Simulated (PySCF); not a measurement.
## BeAs⁻: one state, many levels of theory

State: ³Π (triplet), unpaired electrons σ ↑, π ↑. Set-up: basis Be aug-cc-pVDZ-DK, As aug-cc-pVDZ-DK; spin-free X2C with a Gaussian nucleus; PySCF 2.14. De refers to Be + As⁻ in their high-spin ground configurations, without counterpoise correction. The functionals are run spin-unrestricted. A positive dipole points towards As; it is taken about the centre of mass and depends on that origin.

| Level | Re (Å) | ωe (cm⁻¹) | De (eV) | μ (D) | CPU s a point (SCF and correlation, without the integrals) |
| --- | --- | --- | --- | --- | --- |
| UHF-MP2 | 2.076 | 636 | n/a | n/a | 0.51 |
| UHF-SCS-MP2 | 2.085 | 619 | n/a | n/a | n/a |
| UHF-CCSD | 2.085 | 609 | n/a | n/a | n/a |
| UHF-CCSD(T) | 2.093 | 603 | n/a | n/a | 13 |
| LDA | 2.054 | 628 | 2.88 | 3.20 | 0.42 |
| PBE | 2.079 | 606 | 2.52 | 3.24 | 0.79 |
| r²SCAN | 2.068 | 623 | 2.58 | 2.88 | 0.97 |
| PBE0 | 2.064 | 627 | 2.43 | 2.88 | 1.4 |
| B97-3 | 2.069 | 623 | 2.30 | 2.89 | 0.69 |
| MN15 | 2.046 | 642 | 2.16 | 2.64 | 1.1 |
| ωB97X | 2.063 | 627 | 2.25 | 2.65 | 1.4 |

What does a quarter of exact exchange do here, going from PBE to PBE0?

PBE0 less PBE: -1.5 pm in Re, +3.5 % in ωe, -0.09 eV in De. Exact exchange removes part of the self-interaction that spreads semilocal densities, and in most molecules shortens and stiffens the bond and lowers De; so it does here.

What does the step from GGA to meta-GGA do here, going from PBE to r²SCAN?

r²SCAN less PBE: -1.1 pm in Re, +2.8 % in ωe, +0.06 eV in De. 

What does the gradient correction do here, going from LDA to PBE?

PBE less LDA: +2.5 pm in Re, -3.5 % in ωe, -0.36 eV in De. The gradient correction favours the more uneven density of free atoms, so it tends to lengthen bonds and takes away much of the overbinding of LDA; so it does here.

Correlated steps freeze 9 core orbitals. Spin–orbit coupling is left out. For an ion De counts to the pair picked by the measured ionisation energies or electron affinities, which need not be the lowest pair at this level. Counting both spins, an empty level lies below a filled one in some of these solutions, because spin and occupation are held. The highest Kohn–Sham level is positive in this anion. Much of that is self-interaction error, but it also means that the finite basis helps to hold the extra electron. The state was picked by a PBE0 search and need not be the measured ground state.

The whole job (state search and all levels along the bond) took about 4.2 min on 1 thread of Oxide Virtual Turin-like (shared host), peak memory 0.81 GiB.
